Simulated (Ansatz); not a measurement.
Job for Ansatz (a first-principles code): R-CCSD(T)/def2-TZVPP on H4OSiTe (SMILES O[Te][SiH3]), a point of a torsion scan. Elements past Kr take the def2 small-core potentials; no spin–orbit coupling. The run froze 15 orbitals, filled d shells among them.

Ansatz 0.2 input:
```yaml
crystal:
  periodic: [false, false, false]
  atoms:
    - {symbol: O, position_ang: [2.43817625, -0.07044666, -0.24720727]}
    - {symbol: Te, position_ang: [0.83864305, -1.22247322, 0.17580225]}
    - {symbol: Si, position_ang: [0.69767042, -0.51400510, 2.55902336]}
    - {symbol: H, position_ang: [2.43845475, 0.71622005, 0.29411817]}
    - {symbol: H, position_ang: [0.73119808, 0.94776658, 2.64425409]}
    - {symbol: H, position_ang: [-0.58204525, -1.02721298, 3.02503442]}
    - {symbol: H, position_ang: [1.77566192, -1.02927227, 3.40369150]}
basis:
  gaussian:
    orbitals: def2-TZVPP
magnetization: {spin_polarized: false}
correlation: {method: ccsd_t, electrons: outside_noble_gas}
scf: {lower_state_search: off}
```

The head of its log:

```
WARN ansatz: RAYON_NUM_THREADS=1 ignored (pool sized by the plan → 1); use --threads N
Functional definition: HF
these checks for a lower state are left out or cut short: stability, starts, cluster_reference, orbital_swaps, neighbouring_geometries, increment
integrals: 0.58 GiB planned
1225 factors; integrals over basis functions are off by at most 1.0e-3 eV
mean field: 0.53 GiB planned
mean field evaluation 1: about -17226.1975 eV, gradient 3.5e1 eV
mean field evaluation 2: about -17226.4122 eV, gradient 3.5e1 eV
mean field evaluation 4: about -17229.1607 eV, gradient 3.4e0 eV
mean field evaluation 8: about -17229.2171 eV, gradient 2.8e-1 eV
mean field evaluation 16: about -17229.2175 eV, gradient 2.4e-6 eV
mean field -17229.21748697 eV, -633.1620642632 hartree, gradient 2.4e-6 eV, S^2 0.000000; 0 other end points of the search recorded, 0 dependent functions left out
15 core orbitals not correlated
reference -17229.21748697 eV, -633.1620642632 hartree; 10, 10 occupied and 154, 154 virtual orbitals, 1225 factors
```

Question: Predict the final total energy.

Answer: -633.7267 hartree (reference determinant -633.1621, T1 diagnostic 0.014).
